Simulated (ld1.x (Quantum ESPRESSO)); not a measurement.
## Which change was made? (S, TM)

```
Element                 : S (Z = 16)
Generator               : ld1.x (Quantum ESPRESSO) 7.5
Type                    : norm-conserving Troullier–Martins (Kleinman–Bylander form)
Functional              : PBE
Relativity              : scalar-relativistic
Frozen core             : [Ne]
Valence charge          : 6
Reference configuration : 3s2 3p4
Partial waves           : 3p (bound): rc 1.15 bohr; 3s (bound): rc 1.30 bohr
Local potential         : the s channel
Core correction         : a·sin(br)/r model core inside 0.85 bohr
```

Cutoffs, loose and tight: the cutoffs (Ry, on a coarse ladder) from which the occupation-weighted sum of valence levels, in a spherical-Bessel basis at the reference potential, stays within 10 and 1 mRy of its value at 400 Ry. They do not see the model core or the augmentation charge, which bear on the density cutoff. Test errors are all-electron minus pseudo excitation energies from the reference, over the configurations 3s2 3p3; 3s2 3p2; 3s2 3p1; 3s1 3p5; 3s1 3p4; 3s2 3p0; 3s2 3p3.5; variants that change the core or the reference have their own tests.

The base gives: outcome: generated; cutoff, loose: 80 Ry; cutoff, tight: 160 Ry; bound ghosts: none; largest test error (meV): +140.

Task: After one change the result is: outcome: generated; cutoff, loose: 100 Ry; cutoff, tight: 160 Ry; bound ghosts: none; largest test error (meV): +129. Which change was it?
A. wave 3p (bound): rc 1.15 bohr becomes 3p (bound): rc 1.08 bohr
B. wave 3p (bound): rc 1.15 bohr becomes 3p (bound): rc 0.98 bohr
C. wave 3p (bound): rc 1.15 bohr becomes 3p (bound): rc 1.28 bohr

Result: A. The others give: wave 3p (bound): rc 1.15 bohr becomes 3p (bound): rc 0.98 bohr → outcome: generated; cutoff, loose: 180 Ry; cutoff, tight: 300 Ry; bound ghosts: none; largest test error (meV): +101 | wave 3p (bound): rc 1.15 bohr becomes 3p (bound): rc 1.28 bohr → outcome: generated; cutoff, loose: 50 Ry; cutoff, tight: 100 Ry; bound ghosts: none; largest test error (meV): +167.
